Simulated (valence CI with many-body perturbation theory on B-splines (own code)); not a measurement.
## Ir⁶⁴⁺: calculated level list

Calculated by valence CI with perturbative core correlation (CI+MBPT): three valence electrons over a frozen Dirac-Fock core [Ne], a basis of 9 s, 9 p, 8 d, 6 f, 3 g, 1 h functions for each j, with the one-electron correlation potential Σ1 (screened to all orders), the two-electron term Σ2, the three-electron term Σ3, Breit, model QED; selected single and double excitations, second order for the rest, scaled by the run's own slope (own B-spline code, finite nucleus).

The last digits are not significant, and no measured levels were compared; by estimate large intervals hold to a few tenths of a per cent, small ones and those within an open d or f shell to about a per cent.

Levels 1 to 34 of 34, with energies above the lowest level, (3s^2 3p1/2) J=1/2. "Leading %" is the weight of the configuration and term that name the level; weights of strongly mixed levels are sums over their largest components and can fall short, so below about 35 % the name and the second component can differ from the true leading terms, or belong to a minority configuration. In the jj column 3d3/2^4 stands for four electrons in 3d with j = 3/2.

```tsv
No.	Configuration	Term	J	E (eV)	Leading %	Second component	Leading jj	g
1	3s2 3p	2P°	1/2	0.0	100		3s^2 3p1/2 (100 %)	0.645
2	3s 3p2	4P	1/2	178.8	51	31 % 3s 3p2 2S	3s 3p1/2^2 (99 %)	2.089
3	3s2 3p	2P°	3/2	439.8	99		3s^2 3p3/2 (99 %)	1.319
4	3s 3p2	4P	3/2	586.3	88	9 % 3s 3p2 2D	3s 3p1/2 3p3/2 (99 %)	1.622
5	3s 3p2	2D	5/2	605.6	62	37 % 3s 3p2 4P	3s 3p1/2 3p3/2 (98 %)	1.331
6	3s 3p2	2D	3/2	627.2	48	29 % 3s 3p2 2P	3s 3p1/2 3p3/2 (80 %)	0.969
7	3s 3p2	2P	1/2	638.1	69	30 % 3s 3p2 4P	3s 3p1/2 3p3/2 (99 %)	1.269
8	3s2 3d	2D	3/2	686.3	79	12 % 3s 3p2 2D	3s^2 3d3/2 (79 %)	0.828
9	3s2 3d	2D	5/2	775.3	97		3s^2 3d5/2 (97 %)	1.192
10	3s 3p 3d	4F°	3/2	801.4	28	23 % 3p3 2P°	3s 3p1/2 3d3/2 (50 %)	0.984
11	3s 3p 3d	4F°	3/2	815.0	49	17 % 3p3 2P°	3s 3p1/2 3d3/2 (62 %)	0.798
12	3s 3p 3d	4F°	5/2	827.1	42	32 % 3s 3p 3d 2F°	3s 3p1/2 3d3/2 (99 %)	1.016
13	3s 3p 3d	4D°	1/2	855.2	56	37 % 3s 3p 3d 2P°	3s 3p1/2 3d3/2 (99 %)	0.402
14	3s 3p 3d	4D°	3/2	863.0	31	21 % 3s 3p 3d 2P°	3s 3p1/2 3d3/2 (85 %)	1.276
15	3s 3p 3d	4P°	5/2	925.8	38	31 % 3s 3p 3d 4D°	3s 3p1/2 3d5/2 (100 %)	1.348
16	3s 3p 3d	4F°	7/2	941.1	41	35 % 3s 3p 3d 2F°	3s 3p1/2 3d5/2 (99 %)	1.234
17	3s 3p 3d	2F°	5/2	951.8	51	22 % 3s 3p 3d 2D°	3s 3p1/2 3d5/2 (98 %)	1.033
18	3s 3p 3d	2P°	3/2	956.6	37	34 % 3s 3p 3d 2D°	3s 3p1/2 3d5/2 (93 %)	1.109
19	3p2 3d	2D	3/2	1026.4	41	34 % 3p2 3d 4F	3p1/2^2 3d3/2 (99 %)	0.775
20	3s 3p2	4P	5/2	1038.3	61	38 % 3s 3p2 2D	3s 3p3/2^2 (99 %)	1.431
21	3s 3p2	2S	1/2	1077.8	68	18 % 3s 3p2 4P	3s 3p3/2^2 (99 %)	1.929
22	3s 3p2	2P	3/2	1085.2	60	30 % 3s 3p2 2D	3s 3p3/2^2 (99 %)	1.189
23	3p2 3d	2D	5/2	1141.2	34	20 % 3p2 3d 4D	3p1/2^2 3d5/2 (98 %)	1.189
24	3p3	2D°	5/2	1234.3	66	14 % 3s 3p 3d 2D°	3p1/2 3p3/2^2 (66 %)	1.175
25	3p3	4S°	3/2	1239.8	49	42 % 3p3 2D°	3p1/2 3p3/2^2 (92 %)	1.422
26	3p3	2P°	1/2	1257.8	78	15 % 3s 3p 3d 2P°	3p1/2 3p3/2^2 (78 %)	0.791
27	3s 3p 3d	4D°	3/2	1267.1	43	34 % 3s 3p 3d 4P°	3s 3p3/2 3d3/2 (96 %)	1.277
28	3s 3p 3d	4P°	1/2	1269.1	76	16 % 3s 3p 3d 4D°	3s 3p3/2 3d3/2 (93 %)	2.068
29	3s 3p 3d	4D°	5/2	1272.2	37	22 % 3s 3p 3d 4F°	3s 3p3/2 3d3/2 (77 %)	1.208
30	3s 3p 3d	4F°	7/2	1274.6	42	39 % 3s 3p 3d 2F°	3s 3p3/2 3d3/2 (96 %)	1.220
31	3s 3p 3d	2D°	3/2	1304.5	60	19 % 3s 3p 3d 4P°	3s 3p3/2 3d3/2 (90 %)	0.985
32	3s 3p 3d	2F°	5/2	1317.4	65	9 % 3p3 2D°	3s 3p3/2 3d3/2 (90 %)	0.964
33	3s 3p 3d	2P°	1/2	1323.6	63	20 % 3s 3p 3d 4D°	3s 3p3/2 3d3/2 (85 %)	0.610
34	3s 3p 3d	4F°	9/2	1344.2	100		3s 3p3/2 3d5/2 (100 %)	1.319
```

The ionisation energy to 3s2 1S_0 of the next ion comes out as 7422.5 eV (NIST: 7421 ± 24 eV (theoretical)). All 34 levels together are meant to be complete up to 1356.7 eV.
